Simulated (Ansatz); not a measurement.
`BN(B)CC` + `B1N[SiH2]1` → `BN1B[SiH2]1` + `BNCC` at 298.15 K and 1 bar (ligand exchange at a B–N bond).

Computed with Ansatz on PBE0-D4/def2-TZVP structures; ΔE is electronic, products minus reactants. CBS: MP2 limit from def2 TZ/QZ plus the TZ coupled-cluster correction, frozen cores. One conformer a species, not always the lowest.

| species | CCSD(T)/CBS energy (Eh) | H − E (kJ/mol) | S (J/(mol·K)) |
| --- | --- | --- | --- |
| `BN(B)CC` | -185.85795 | 326.2 | 328.0 |
| `B1N[SiH2]1` | -370.97252 | 130.3 | 266.7 |
| `BN1B[SiH2]1` | -396.37777 | 163.6 | 305.3 |
| `BNCC` | -160.44809 | 293.3 | 299.8 |

H − E and S are ideal-gas, rigid-rotor, harmonic terms from PBE0-D4/def2-TZVP, for one conformer and one mirror image of each species. 1 Eh = 2625.50 kJ/mol, R = 8.31446 J/(mol·K).

Q: By hand: ΔE, ΔH, ΔS and ΔG.

A: ΔE = (-396.37777) + (-160.44809) − (-185.85795) − (-370.97252) = 0.00461 Eh = 12.1 kJ/mol. Δ(H − E) = 163.6 + 293.3 − 326.2 − 130.3 = 0.4, so ΔH = 12.5 kJ/mol. ΔS = 305.3 + 299.8 − 328.0 − 266.7 = 10.4 J/(mol·K). ΔG = 12.5 − 298.15 × (10.4)/1000 = 9.4 kJ/mol.

Q: By hand: the equilibrium constant, and the temperature at which ΔG would vanish if ΔH and ΔS stayed fixed.

A: log₁₀ K = −ΔG/(RT ln 10) = -1.6. ΔG = 0 at ΔH/ΔS = 1202 K, though so small a ΔS makes that figure unsure.

The number of gas molecules stays the same, so ΔS is small and ΔH decides. A doubt of 5 kJ/mol in ΔE shifts log₁₀ K by 0.9 here. Other conformers and mirror images would add mixing entropy, several J/(mol·K) or more a flexible species. Modes under 60 cm⁻¹, often nearly free rotors, make the harmonic entropy too high. These are equilibria of isolated gas molecules and say nothing of rates. Largest T1 diagnostic: 0.014 (customary marks: 0.02 for closed shells, 0.045 for open ones).
